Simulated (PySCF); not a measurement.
tert-butyl chloride (C4H9Cl), singlet, at a GFN2-xTB geometry. Base run: PySCF with TPSS/6-31G.

The PySCF input:
```python
from pyscf import gto, scf, dft

mol = gto.M(
    atom='''
C    -0.36790244    1.46695451   -0.68433856
C    -0.03401853    0.02110744   -0.34773461
C     1.29307953   -0.40182429   -0.96026537
C    -1.15961046   -0.91967164   -0.75175438
Cl    0.14210822   -0.08817371    1.45261835
H    -0.48214563    1.57440656   -1.76130522
H    -1.29575694    1.76770098   -0.20375897
H     0.42549780    2.13111715   -0.35008832
H     2.09465859    0.25313630   -0.62737382
H     1.53905181   -1.42175600   -0.67468506
H     1.22787094   -0.34954132   -2.04537780
H    -1.29722604   -0.88267629   -1.83071125
H    -2.09136341   -0.63067715   -0.27150675
H    -0.92571546   -1.94215328   -0.46514734
''',
    basis='6-31g',
    verbose=5,
)

mf = dft.RKS(mol)
mf.xc = 'tpss'
mf.kernel()
mf.analyze()
```

The base run was repeated with changes; each row names its change, and settings that it needs were set with it.

```csv
change,ΔE vs base (mEh),grid points,electrons on the grid
base,0.000,163624,49.99997
grids.radi_method = delley,0.001,176488,49.99997
grids.radi_method = mura_knowles,0.001,156064,49.99996
grids.level = 1,0.107,49288,50.00008
grids.prune = dft.gen_grid.treutler_prune,-0.001,142144,49.99996
grids.level = 0,-67.522,11552,50.02118
"grids.atom_grid = (150, 974)",-0.010,1135080,50.00000
grids.becke_scheme = stratmann,-0.002,163624,49.99996
"grids.atom_grid = (99, 590)",-0.009,454152,49.99999
grids.prune = off,0.001,261224,49.99996
grids.prune = dft.gen_grid.sg1_prune,-0.030,70608,50.00014
```
